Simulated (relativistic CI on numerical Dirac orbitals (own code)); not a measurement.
# How well does a small relativistic CI reproduce Si⁵⁺?

Computed by Dirac-Coulomb-Breit CI, KLI orbitals optimised for each configuration, a model potential for QED, valence Slater integrals scaled by 0.85, P86 correlation energy added to each configuration (own radial code, finite nucleus).

Configuration list (outside the closed core 1s2): 2s2 2p5, 2s 2p6, 2s2 2p4 3s, 2s2 2p4 3p, 2s2 2p4 3d, 2p6 3s, 2p6 3p, 2s2 2p4 4s, 2s 2p5 3s, 2s2 2p4 4p, 2s2 2p4 4d, 2p6 3d, 2s2 2p4 4f, 2s 2p5 3p, 2s2 2p4 5s, 2s2 2p4 5p, 2s2 2p4 5d, 2s2 2p3 3s2, 2s2 2p4 5f, 2s2 2p4 5g, 2s 2p5 3d, 2s2 2p3 3s 3p, 2s2 2p3 3p2, 2s2 2p3 3s 3d, 2s 2p5 4s, 2s 2p5 4p, 2s2 2p3 3p 3d, 2s 2p5 4d, 2s 2p5 4f, 2s 2p4 3s2, 2s2 2p3 3d2, 2s 2p5 5s, 2s 2p5 5p, 2s 2p4 3s 3p, 2s 2p5 5d, 2s 2p5 5f. Levels of other configurations are missing.

```
Configuration  Term (tabulated)    J  Measured (cm⁻¹)  Computed  Error  Purity (%)
      2s2 2p5               2P°  3/2              0.0         0      0         100
      2s2 2p5               2P°  1/2           5090.0      5057    -33         100
       2s 2p6              2S †  1/2         406497.0    424650  18153          99
   2s2 2p4 3s                4P  5/2         990516.0    994949   4433          99
   2s2 2p4 3s                4P  3/2         993640.0    998037   4397          97
   2s2 2p4 3s                4P  1/2         995470.0    999865   4395          99
   2s2 2p4 3s                2P  3/2        1005430.0   1008221   2791          97
   2s2 2p4 3s                2P  1/2        1009118.0   1011855   2737          99
   2s2 2p4 3s                2D  5/2        1041416.0   1040988   -428          99
   2s2 2p4 3s                2D  3/2        1041472.0   1041045   -427          99
   2s2 2p4 3s                2S  1/2        1094449.0   1084460  -9989          97
   2s2 2p4 3d                4D  5/2        1181649.0   1187586   5937          95
   2s2 2p4 3d                4D  3/2        1182311.0   1188253   5942          96
   2s2 2p4 3d                4D  1/2        1182894.0   1188860   5966          98
   2s2 2p4 3d                4F  3/2        1194327.0   1199206   4879          96
   2s2 2p4 3d                2P  1/2        1200710.0   1205211   4501          98
   2s2 2p4 3d                2D  3/2        1201100.0   1205946   4846          70
   2s2 2p4 3d                2D  5/2        1202960.0   1208066   5106          90
   2s2 2p4 3d                2P  3/2        1204740.0   1209328   4588          72
   2s2 2p4 3d                2S  1/2        1239190.0   1239871    681          95
   2s2 2p4 3d                2P  3/2        1241050.0   1241381    331          98
   2s2 2p4 3d                2P  1/2        1242390.0   1242804    414          96
   2s2 2p4 3d                2D  5/2        1243020.0   1243384    364          85
   2s2 2p4 3d                2D  3/2        1243860.0   1244545    685          99
   2s2 2p4 3d                2D  5/2        1291510.0   1282443  -9067          97
   2s2 2p4 3d                2D  3/2        1291790.0   1282825  -8965          97
   2s2 2p4 4s                2P  3/2        1329900.0   1333181   3281          77
   2s2 2p4 4s                2D  5/2        1371820.0   1370288  -1532          99
   2s2 2p4 4d                2P  1/2        1402490.0   1406352   3862          93
   2s2 2p4 4d                2D  5/2        1404870.0   1409290   4420          82
   2s2 2p4 4d                2D  5/2        1444340.0   1443918   -422          88
```

Measured levels from NIST levels in Kelleher and Podobedova, J. Phys. Chem. Ref. Data 37, 1285 (2008); pairs were made by configuration, J and term (by order where the table uses no LS term), so strongly mixed levels may be paired wrongly.

Mean error by configuration (cm⁻¹): 2s2 2p5 -33; 2s2 2p4 3s 989; 2s2 2p4 3d 1747; 2s2 2p4 4s 874; 2s2 2p4 4d 2620. Over the excited levels the mean absolute error is 3635 cm⁻¹ (30 of the 32 excited levels that our extract of the source holds in range could be paired, and the others can miss by more), and the median relative error of those above 1,000 cm⁻¹ is 0.37 %. † marks terms whose computed intervals miss the measured ones by more than a factor of 2.5, or configurations far off the rest, from wrong mixing, a near crossing or a doubtful label or measurement; they are left out of the means.
